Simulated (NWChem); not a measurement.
All runs are NWChem calculations. System: BeO, charge 0, spin multiplicity 1, at a geometry optimised with PBE/def2-SVP. The structure started from a generated list of species. Level: PBE/def2-TZVP.

NWChem printed:

```
             Northwest Computational Chemistry Package (NWChem) 7.3.0
             --------------------------------------------------------

                                NWChem Input Module
                                -------------------

 Scaling coordinates for geometry "geometry" by  1.889725989
 (inverse scale =  0.529177249)

 Turning off AUTOSYM since
 SYMMETRY directive was detected!

                             Geometry "geometry" -> ""
                             -------------------------

 Output coordinates in angstroms (scale by  1.889725989 to convert to a.u.)

  No.       Tag          Charge          X              Y              Z
 ---- ---------------- ---------- -------------- -------------- --------------
    1 Be                   4.0000     0.00000000     0.00000000     0.90625300
    2 O                    8.0000     0.00000000     0.00000000    -0.45312600

 Effective nuclear repulsion energy (a.u.)      12.4569174366

            Nuclear Dipole moment (a.u.)
            ----------------------------
        X                 Y               Z
 ---------------- ---------------- ----------------
     0.0000000000     0.0000000000     0.0000075589

      Symmetry information
      --------------------

 Group name             C2v
 Group number             16
 Group order               4
 No. of unique centers     2

      Symmetry unique atoms

     1    2


 Summary of "ao basis" -> "" (spherical)
 ------------------------------------------------------------------------------
       Tag                 Description            Shells   Functions and Types
 ---------------- ------------------------------  ------  ---------------------
 *                         def2-tzvp                  on all atoms

  pbe96 is a nonlocal functional; adding pw91lda local functional.

                                 NWChem DFT Module
                                 -----------------

 Summary of "ao basis" -> "ao basis" (spherical)
 ------------------------------------------------------------------------------
       Tag                 Description            Shells   Functions and Types
 ---------------- ------------------------------  ------  ---------------------
 Be                        def2-tzvp                 9       19   5s3p1d
 O                         def2-tzvp                11       31   5s3p2d1f

 Summary of "ao basis" -> "ao basis" (spherical)
 ------------------------------------------------------------------------------
       Tag                 Description            Shells   Functions and Types
 ---------------- ------------------------------  ------  ---------------------
 Be                        def2-tzvp                 9       19   5s3p1d
 O                         def2-tzvp                11       31   5s3p2d1f

      Symmetry analysis of basis
      --------------------------

        a1         24
        a2          4
        b1         11
        b2         11

            General Information
            -------------------
          SCF calculation type: DFT
          Wavefunction type:  closed shell.
          No. of atoms     :     2
          No. of electrons :    12
           Alpha electrons :     6
            Beta electrons :     6
          Charge           :     0
          Spin multiplicity:     1
          Use of symmetry is: on ; symmetry adaption is: on
          Maximum number of iterations: 100
          AO basis - number of functions:    50
                     number of shells:    20
          Convergence on energy requested:  1.00D-06
          Convergence on density requested:  1.00D-05
          Convergence on gradient requested:  5.00D-04

              XC Information
              --------------
          PerdewBurkeErnzerhof Exchange Functional  1.000
            Perdew 1991 LDA Correlation Functional  1.000 local
           PerdewBurkeErnz. Correlation Functional  1.000 non-local

             Grid Information
             ----------------
          Grid used for XC integration:  medium
          Radial quadrature: Mura-Knowles
          Angular quadrature: Lebedev.
          Tag              B.-S. Rad. Rad. Pts. Rad. Cut. Ang. Pts.
          ---              ---------- --------- --------- ---------
[...]
 !! scf_movecs_sym_adapt:    4 vectors were symmetry contaminated

  Symmetry fudging

 !! scf_movecs_sym_adapt:    2 vectors were symmetry contaminated

 d= 0,ls=0.0,diis     2    -83.6182457822  5.97D+00  5.13D-02  2.29D+01     0.6

 !! scf_movecs_sym_adapt:    4 vectors were symmetry contaminated

  Symmetry fudging

 !! scf_movecs_sym_adapt:    2 vectors were symmetry contaminated

 d= 0,ls=0.0,diis     3    -89.7893512710 -6.17D+00  4.90D-03  2.20D-01     0.6

 !! scf_movecs_sym_adapt:    2 vectors were symmetry contaminated

  Symmetry fudging

 !! scf_movecs_sym_adapt:    2 vectors were symmetry contaminated

 d= 0,ls=0.0,diis     4    -89.8198642061 -3.05D-02  1.76D-03  4.29D-02     0.7

 !! scf_movecs_sym_adapt:    2 vectors were symmetry contaminated

  Symmetry fudging

 !! scf_movecs_sym_adapt:    2 vectors were symmetry contaminated

 d= 0,ls=0.0,diis     5    -89.8241580263 -4.29D-03  5.29D-04  7.20D-03     0.7

 !! scf_movecs_sym_adapt:    4 vectors were symmetry contaminated

  Symmetry fudging

 !! scf_movecs_sym_adapt:    2 vectors were symmetry contaminated

  Resetting Diis
 d= 0,ls=0.0,diis     6    -89.8245574472 -3.99D-04  4.62D-04  3.30D-03     0.7

 !! scf_movecs_sym_adapt:   14 vectors were symmetry contaminated

  Symmetry fudging

 !! scf_movecs_sym_adapt:    4 vectors were symmetry contaminated

 d= 0,ls=0.0,diis     7    -89.8249325419 -3.75D-04  1.09D-03  3.64D-04     0.8

 !! scf_movecs_sym_adapt:   14 vectors were symmetry contaminated

  Symmetry fudging

 !! scf_movecs_sym_adapt:    4 vectors were symmetry contaminated

 d= 0,ls=0.0,diis     8    -89.8236626966  1.27D-03  9.24D-04  1.19D-02     0.8

 !! scf_movecs_sym_adapt:   20 vectors were symmetry contaminated

  Symmetry fudging

 !! scf_movecs_sym_adapt:    8 vectors were symmetry contaminated

 d= 0,ls=0.0,diis     9    -89.8249736210 -1.31D-03  7.71D-06  7.58D-07     0.8

 !! scf_movecs_sym_adapt:   20 vectors were symmetry contaminated

  Symmetry fudging

 !! scf_movecs_sym_adapt:   18 vectors were symmetry contaminated

 d= 0,ls=0.0,diis    10    -89.8249737011 -8.00D-08  1.90D-06  3.22D-08     0.9

         Total DFT energy =      -89.824973701055
      One electron energy =     -148.389911726725
           Coulomb energy =       57.420167867760
    Exchange-Corr. energy =      -11.312147278647
 Nuclear repulsion energy =       12.456917436558

 Numeric. integr. density =       12.000000079817

     Total iterative time =      0.6s

                  Occupations of the irreducible representations
                  ----------------------------------------------

                     irrep           alpha         beta
                     --------     --------     --------
                     a1                4.0          4.0
                     a2                0.0          0.0
                     b1                1.0          1.0
                     b2                1.0          1.0

                       DFT Final Molecular Orbital Analysis
                       ------------------------------------

 Vector    4  Occ=2.000000D+00  E=-2.548949D-01  Symmetry=a1
              MO Center=  5.0D-18,  3.4D-18, -3.5D-01, r^2= 1.0D+00
   Bfn.  Coefficient  Atom+Function         Bfn.  Coefficient  Atom+Function
  ----- ------------  ---------------      ----- ------------  ---------------
    27      0.422795  2 O  pz                24     -0.353631  2 O  s
    30      0.338643  2 O  pz                 3      0.321725  1 Be s
     4      0.246188  1 Be s                  8      0.210477  1 Be pz
    33      0.138844  2 O  pz                 2     -0.137073  1 Be s
    22     -0.107176  2 O  s                 23     -0.086671  2 O  s

 Vector    5  Occ=2.000000D+00  E=-2.221689D-01  Symmetry=b2
              MO Center=  1.3D-31, -6.0D-16, -1.9D-01, r^2= 1.1D+00
   Bfn.  Coefficient  Atom+Function         Bfn.  Coefficient  Atom+Function
  ----- ------------  ---------------      ----- ------------  ---------------
    26      0.419401  2 O  py                29      0.346885  2 O  py
     7     -0.281297  1 Be py                32      0.218684  2 O  py
    13      0.100739  1 Be py                16     -0.034083  1 Be d -1

 Vector    6  Occ=2.000000D+00  E=-2.221689D-01  Symmetry=b1
              MO Center= -2.4D-15,  5.2D-31, -1.9D-01, r^2= 1.1D+00
   Bfn.  Coefficient  Atom+Function         Bfn.  Coefficient  Atom+Function
  ----- ------------  ---------------      ----- ------------  ---------------
    25      0.419401  2 O  px                28      0.346885  2 O  px
     6     -0.281297  1 Be px                31      0.218684  2 O  px
    12      0.100739  1 Be px                18      0.034083  1 Be d  1

 Vector    7  Occ=0.000000D+00  E=-1.775693D-01  Symmetry=a1
              MO Center=  1.6D-16, -3.4D-15,  1.5D+00, r^2= 2.3D+00
   Bfn.  Coefficient  Atom+Function         Bfn.  Coefficient  Atom+Function
  ----- ------------  ---------------      ----- ------------  ---------------
     8      0.455443  1 Be pz                 4     -0.340143  1 Be s
     3     -0.274368  1 Be s                  5     -0.204582  1 Be s
    14     -0.201863  1 Be pz                27      0.156353  2 O  pz
    24     -0.154391  2 O  s                  2      0.129308  1 Be s
    30      0.121311  2 O  pz                 1      0.076438  1 Be s

 Vector    8  Occ=0.000000D+00  E=-1.565677D-02  Symmetry=b2
              MO Center=  2.2D-31,  2.0D-15,  9.6D-01, r^2= 3.7D+00
   Bfn.  Coefficient  Atom+Function         Bfn.  Coefficient  Atom+Function
  ----- ------------  ---------------      ----- ------------  ---------------
    13      0.688306  1 Be py                 7     -0.453670  1 Be py
    32     -0.294133  2 O  py                26     -0.243466  2 O  py
    29     -0.173963  2 O  py                16      0.114173  1 Be d -1
    10      0.025453  1 Be py

 Vector    9  Occ=0.000000D+00  E=-1.565677D-02  Symmetry=b1
              MO Center= -6.3D-16, -6.9D-32,  9.6D-01, r^2= 3.7D+00
   Bfn.  Coefficient  Atom+Function         Bfn.  Coefficient  Atom+Function
  ----- ------------  ---------------      ----- ------------  ---------------
    12      0.688306  1 Be px                 6     -0.453670  1 Be px
    31     -0.294133  2 O  px                25     -0.243466  2 O  px
    28     -0.173963  2 O  px                18     -0.114173  1 Be d  1
     9      0.025453  1 Be px

 center of mass
 --------------
 x =   0.00000000 y =   0.00000000 z =   0.06949239

 moments of inertia (a.u.)
 ------------------
          38.038841837114           0.000000000000           0.000000000000
           0.000000000000          38.038841837114           0.000000000000
           0.000000000000           0.000000000000           0.000000000000

     Multipole analysis of the density
     ---------------------------------

     L   x y z        total         alpha         beta         nuclear
     -   - - -        -----         -----         ----         -------
     0   0 0 0     -0.000000     -6.000000     -6.000000     12.000000

     1   1 0 0     -0.000000     -0.000000     -0.000000      0.000000
     1   0 1 0     -0.000000     -0.000000     -0.000000      0.000000
     1   0 0 1      2.247826      1.123909      1.123909      0.000008

     2   2 0 0     -7.969866     -3.984933     -3.984933      0.000000
     2   1 1 0     -0.000000     -0.000000     -0.000000      0.000000
     2   1 0 1      0.000000      0.000000      0.000000      0.000000
     2   0 2 0     -7.969866     -3.984933     -3.984933      0.000000
     2   0 1 1      0.000000      0.000000      0.000000      0.000000
     2   0 0 2     -2.953631    -10.275495    -10.275495     17.597360

 Task  times  cpu:        0.9s     wall:        0.9s

 Total times  cpu:        0.9s     wall:        0.9s
```

### Question
Write an NWChem input that would produce this output.

### Answer
Several could match; the one computed here: 
```
start mol
memory heap 200 mb stack 900 mb global 1100 mb
geometry units angstroms nocenter noautoz
  Be     0.000000     0.000000     0.906253
  O      0.000000     0.000000    -0.453126
  symmetry group C2v
end
basis spherical
  * library def2-tzvp
end
dft
  xc xpbe96 cpbe96
  semidirect memsize 60000000 filesize 0
  iterations 100
end
task dft energy
```
